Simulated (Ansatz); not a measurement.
Program: Ansatz. Geometries: PBE0-D4/def2-TZVP. ΔE: electronic, gas phase. CCSD(T)/CBS is the MP2 limit (def2-TZVPP, def2-QZVPP) plus CCSD(T) − MP2 in def2-TZVPP, frozen cores. DFT in def2-TZVPP. B3LYP here is the variant with VWN-RPA as its local correlation; programs differ in this. For Ga outer-core shells are correlated without core-valence functions, which leaves a few kJ/mol of doubt a bond. Scalar relativity is left out up to krypton. Each species was taken in one conformer, which may not be the lowest.

`[NH2][GaH2]` + `O=[C]([AlH2])O[SiH3]` → `[NH2][GaH][AlH2]` + `O=CO[SiH3]`  (redistribution)

`[NH2][GaH2]`:

```xyz
6

N     0.351   -0.540   -0.703
Ga   -0.316    0.487    0.634
H     0.749   -0.173   -1.550
H     0.366   -1.545   -0.686
H    -0.255    2.034    0.430
H    -0.894   -0.263    1.875
```

`O=[C]([AlH2])O[SiH3]`:

```xyz
10

O    -0.918    0.963   -0.804
C    -0.435   -0.106   -0.509
Al   -0.915   -1.834   -1.436
O     0.475   -0.194    0.484
Si    0.892    1.249    1.278
H    -0.236   -3.187   -0.980
H    -1.974   -1.735   -2.601
H     1.515    2.207    0.337
H    -0.286    1.840    1.951
H     1.882    0.797    2.281
```

`[NH2][GaH][AlH2]`:

Cartesian coordinates in Å:
```
N 0.530 -0.138 1.757
Ga 0.272 0.757 0.189
Al -0.703 -0.434 -1.798
H 0.917 0.292 2.581
H 0.310 -1.106 1.915
H 0.726 2.264 0.293
H 0.221 -1.162 -2.874
H -2.274 -0.472 -2.063
```

`O=CO[SiH3]`:

```xyz
8

O     1.212   -1.278   -0.600
C     1.391   -0.446    0.243
O     0.477    0.441    0.625
Si   -1.041    0.386   -0.134
H     2.330   -0.319    0.799
H    -1.778    1.486    0.526
H    -0.896    0.645   -1.583
H    -1.694   -0.915    0.125
```

```
             level  ΔE (kcal/mol)
          B3LYP-D4           -6.4
           ωB97X-V           -6.0
            r2SCAN           -7.1
              PBE0           -8.9
             B3LYP           -7.0
CCSD(T)/def2-TZVPP           -6.7
    MP2/def2-QZVPP           -5.5
SCS-MP2/def2-QZVPP           -5.6
```

**Question.** What does CCSD(T)/CBS give? (Estimate.)

**Answer.** Computed: -6.7 kcal/mol. The listed levels differ from it by 0.3, 0.7, -0.4, -2.2, -0.3, 0.0, 1.2, 1.1 kcal/mol.

Largest T1 diagnostic among the species: 0.016.

In def2-TZVPP, CCSD(T) changes the Hartree–Fock value by +1.2 kcal/mol (the triples alone add +0.5 kcal/mol) and MP2 by +2.4 kcal/mol.
